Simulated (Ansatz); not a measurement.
The cluster Ni2H3⁺, relaxed as a singlet with RKS PBE0-D4/def2-TZVP in Ansatz, starting from the GFN1-xTB geometry. Force threshold 0.02 eV/Å.

The restricted singlet is unstable towards broken spin symmetry at other levels; at PBE0-D4/def2-TZVP this wasn't settled. In the singlet, H3 and H5 lie 0.82 Å apart (atoms count from 1), so H2 has formed as a molecule. Another isomer (triplet) lies 2.33 eV lower at PBE0-D4/def2-TZVP; other spin states weren't run for this one.

Start:

```xyz
5

Ni   -0.037   -0.151   -0.082
Ni   -0.103    1.473    0.982
H     0.508   -1.396   -1.127
H    -1.110    2.073    1.807
H     0.742   -1.999   -1.581
```

Problem. Estimate the energy that the relaxation releases and the steps that it takes.

Solution. 271.9 kJ/mol, in 17 steps; 40 s on 4 threads of Arm Neoverse V2 on a shared host. No frequencies were taken in this run, so the end may be a saddle point.

Problem. Does the start keep its bonding and symmetry?

Solution. Bonds formed: Ni1–H4, Ni1–H5 (atoms count from 1). Point group Cs at the start, Cs at the end, both within 0.05 Å.

Problem. Predict the relaxed structure.

Solution. 
```xyz
5

Ni   -0.5227   -0.2940   -0.0941
Ni    0.4912    1.3712    0.9015
H     0.4245   -0.8419   -1.2465
H    -0.9716    1.0890    1.0350
H     0.5786   -1.3243   -0.5959
```
Bond lengths (bridged metal pairs left out): 4 × H–Ni 1.50 to 1.84 Å.
